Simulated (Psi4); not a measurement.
Torsional profile of SMILES CSC[SiH2]SC (C3H10S2Si). Scanned: dihedral C1–S2–C3–Si4; all other coordinates were relaxed at GFN2-xTB. Points at φ and −φ are mirror images.

Geometry of the scan point at -75° (Å):
```
16

C     -3.0874     0.1847     0.5198
S     -2.3750    -0.7817    -0.8379
C     -0.8188    -1.3283    -0.0680
Si     0.4178     0.1002     0.0082
S      2.2161    -0.7024     0.8442
C      3.2300     0.8046     0.8155
H     -3.1277    -0.4289     1.4154
H     -2.4977     1.0795     0.6926
H     -4.0919     0.4554     0.2113
H     -0.4546    -2.1298    -0.7073
H     -1.0597    -1.7584     0.9026
H      0.6858     0.6225    -1.3295
H     -0.0291     1.1838     0.8877
H      2.7616     1.5709     1.4242
H      4.1983     0.5422     1.2273
H      3.3411     1.1481    -0.2076
```

Calculation: Psi4 with PBE-D3(BJ)/def2-SVP // GFN2-xTB.

Scanned values (°): -165, -150, -135, -120, -105, -90, -75, -60, -45, -30, -15, 0, 15, 30, 45, 60, 75, 90, 105, 120, 135, 150, 165, 180.

Task: At which scan points does the profile have its minima and maxima, and how high do they lie?

Result: Lower than their neighbours: -90° (0.0 kcal/mol), 90° (0.0 kcal/mol), 180° (1.2 kcal/mol). Higher than their neighbours: -135° (1.6 kcal/mol), 0° (3.5 kcal/mol), 135° (1.6 kcal/mol). The whole profile spans 3.5 kcal/mol.
